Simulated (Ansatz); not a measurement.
Molecule: C₄H₁₁Si, net charge 0, doublet state. It need not be the lowest isomer of its formula. SMILES: [CH2][Si](C)(C)C
Structure (B3LYP-D3(BJ)/def2-TZVP (Ansatz, an electronic-structure program) minimum search):
```xyz
16

C     -0.3508    -1.2839    -1.3497
Si    -0.0124    -0.0281    -0.0328
C      0.0496     1.6829    -0.8076
C     -1.3681    -0.1096     1.2661
C      1.6446    -0.3869     0.7899
H     -0.8610    -2.2223    -1.1561
H     -0.0254    -1.1657    -2.3785
H      0.2760     2.4434    -0.0564
H     -0.9039     1.9434    -1.2719
H      0.8223     1.7372    -1.5781
H     -2.3448     0.1215     0.8359
H     -1.4262    -1.1059     1.7110
H     -1.1794     0.6033     2.0724
H      1.6507    -1.3762     1.2521
H      2.4614    -0.3511     0.0661
H      1.8530     0.3505     1.5698
```
Charge 0, spin multiplicity 2.

Computed values are from Ansatz. Valence correlation only, unless marked. Open shells are spin-unrestricted. No spin-orbit coupling. Non-relativistic. Basis-set limits of correlation are two-point, X^-3; Hartree-Fock from the larger set. [CCSD(T)-MP2]/basis is that difference in the basis named.

**Question.** What is the atomisation energy De at RI-MP2/CBS(cc-pV(T+d)Z,cc-pV(Q+d)Z)+[CCSD(T)-MP2]/cc-pV(T+d)Z?

**Answer.** 1434.6 kcal/mol.

**Question.** What is the dipole moment at CCSD(T)/aug-cc-pV(D+d)Z?

**Answer.** 0.05 D.

**Question.** What is the total energy at RI-MP2/CBS(cc-pV(T+d)Z,cc-pV(Q+d)Z)+[CCSD(T)-MP2]/cc-pV(T+d)Z?

**Answer.** -447.8928 Eh.

**Question.** What is the T1 diagnostic at CCSD/cc-pV(T+d)Z?

**Answer.** 0.010.
